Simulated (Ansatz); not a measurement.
The cluster AgBr₂ (the lowest doublet isomer of a short search), 3 atoms. Hardware: 4 threads of Arm Neoverse V1 on a shared host.

In the def2 sets Ag takes a core potential; there is no spin–orbit coupling.

Task: How many basis functions does each of these Ansatz runs have, and roughly what does it cost? PBE0-D4/def2-TZVPD, charge -1 singlet at the geometry of the charge 0 doublet, energy, from earlier orbitals; r2SCAN-D4/def2-TZVP, charge 1 triplet at the geometry of the charge 0 doublet, energy, from earlier orbitals; r2SCAN-D4/def2-TZVP, charge 1 singlet at the geometry of the charge 0 doublet, energy, from earlier orbitals; B3LYP-D4/def2-TZVP, charge 0 quartet, relaxation, 10 steps; PBE-D4/def2-TZVP, charge 1 singlet, energy, from earlier orbitals; PBE0-D4/def2-SVP, charge 1 singlet at the geometry of the charge 0 doublet, energy with a search over starts; B3LYP-D4/def2-TZVP, charge 0 doublet, relaxation, 1 steps; PBE-D4/def2-TZVP, charge 1 triplet at the geometry of the charge 0 doublet, energy, from earlier orbitals; r2SCAN-D4/def2-TZVPD, charge 0 doublet, energy, from earlier orbitals; PBE-D4/def2-TZVPD, charge -1 singlet at the geometry of the charge 0 doublet, energy, from earlier orbitals; CAM-B3LYP-D4/def2-TZVP, charge 0 doublet, energy, from earlier orbitals; LC-ωPBE/def2-TZVP, charge 0 doublet, energy, from earlier orbitals.

Result: Other jobs shared the machine, so times can vary by a factor of up to 3. A dash marks memory too small to be measured apart from the calling script's.

| run | functions | fitting or Cholesky vectors | wall time | peak host memory (GiB) |
| --- | --- | --- | --- | --- |
| PBE-D4/def2-TZVPD, charge -1 singlet at the geometry of the charge 0 doublet, energy, from earlier orbitals | 154 | 1193 | 1.6 s | – |
| PBE0-D4/def2-TZVPD, charge -1 singlet at the geometry of the charge 0 doublet, energy, from earlier orbitals | 154 | 1330 | 3.1 s | – |
| PBE-D4/def2-TZVP, charge 1 triplet at the geometry of the charge 0 doublet, energy, from earlier orbitals | 136 | 1105 | 3.3 s | – |
| B3LYP-D4/def2-TZVP, charge 0 doublet, relaxation, 1 steps | 136 | 1092 | 4.1 s | – |
| PBE-D4/def2-TZVP, charge 1 singlet, energy, from earlier orbitals | 136 | 1105 | 6 s | – |
| PBE0-D4/def2-SVP, charge 1 singlet at the geometry of the charge 0 doublet, energy with a search over starts | 95 | 934 | 14 s | – |
| r2SCAN-D4/def2-TZVP, charge 1 singlet at the geometry of the charge 0 doublet, energy, from earlier orbitals | 136 | 1105 | 15 s | – |
| LC-ωPBE/def2-TZVP, charge 0 doublet, energy, from earlier orbitals | 136 | 1105 | 22 s | – |
| CAM-B3LYP-D4/def2-TZVP, charge 0 doublet, energy, from earlier orbitals | 136 | 1034 | 27 s | 0.75 |
| r2SCAN-D4/def2-TZVPD, charge 0 doublet, energy, from earlier orbitals | 154 | 1193 | 35 s | – |
| r2SCAN-D4/def2-TZVP, charge 1 triplet at the geometry of the charge 0 doublet, energy, from earlier orbitals | 136 | 1105 | 57 s | – |
| B3LYP-D4/def2-TZVP, charge 0 quartet, relaxation, 10 steps | 136 | 1092 | 92 s | 0.74 |
